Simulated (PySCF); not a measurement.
Gas-phase reaction: 4 SnF3 + 2 O → 3 SnF4 + SnO2

Energies from PySCF, thermal terms from the rigid-rotor harmonic-oscillator model, ideal gas at 1 bar. † marks an energy on the PBE0/def2-TZVP geometry and frequencies. MP2 freezes the core. Open shells (unrestricted): SnF3 (multiplicity 2), O (multiplicity 3); the rest are closed-shell singlets. Spin-orbit splitting is ignored; it lowers the true energy and changes the entropy of O. Sn: scalar-relativistic def2 core potential, no spin-orbit coupling. SnF3, SnO2: computed as isolated molecules; such fragments, hydroxides, amides, oligomers or adducts are transient or little studied in the gas. MP2 isn't extrapolated to the basis-set limit.

```csv
level,"ΔH°(298 K), kJ"
HF/def2-TZVP†,…
M06-2X/def2-TZVP†,-801
MP2/def2-SVP†,-852
MP2/def2-TZVPP†,…
PBE/def2-TZVP†,-875
PBE0/def2-QZVP†,…
PBE0/def2-SVP†,-713
r2SCAN/def2-TZVP†,…
LDA/def2-TZVP†,-1069
ωB97M-V/def2-TZVP†,-819
```

Complete the blanks.


- HF/def2-TZVP†, ΔH°(298 K), kJ: -232
- MP2/def2-TZVPP†, ΔH°(298 K), kJ: -979
- PBE0/def2-QZVP†, ΔH°(298 K), kJ: -800
- r2SCAN/def2-TZVP†, ΔH°(298 K), kJ: -815
